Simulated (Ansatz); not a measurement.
The cluster Cu₂Br₄⁻, relaxed as a doublet with UKS r2SCAN-D4/def2-SVPD in Ansatz, starting from the r2SCAN-D4/def2-SVP geometry of the neutral singlet. Force threshold 0.02 eV/Å.

The relaxation made no stability test and no search for a lower SCF solution. No other spin state of charge -1 was run. The structure comes from a short search, and lower isomers may exist.

Start:

```xyz
6

Cu   -0.948   -0.626   -0.679
Cu    0.948    0.629    0.677
Br    1.365   -1.061   -0.869
Br   -1.365    1.058    0.873
Br    1.839    2.089    2.135
Br   -1.839   -2.089   -2.136
```

(1) Estimate the energy that the relaxation releases and the steps that it takes.

(2) Does the start keep its bonding and symmetry?

(3) Predict the relaxed structure.

Results:

(1) 0.18 eV, in 7 steps; 3 min on 4 threads of Intel Xeon Platinum 8259CL on a shared host. No frequencies were taken in this run, so the end may be a saddle point.

(2) By distances, no bond broke or formed. The bond that changes most is Cu2–Br4, from 2.36 to 2.42 Å (atoms count from 1). Point group C2h at the start, C2h at the end, both within 0.05 Å.

(3) 
```xyz
6

Cu   -0.984   -0.793   -0.836
Cu    0.984    0.792    0.837
Br    1.431   -0.925   -0.737
Br   -1.431    0.924    0.739
Br    2.125    2.193    2.258
Br   -2.124   -2.192   -2.260
```
Bond lengths (bridged metal pairs left out): 6 × Br–Cu 2.30 to 2.42 Å.
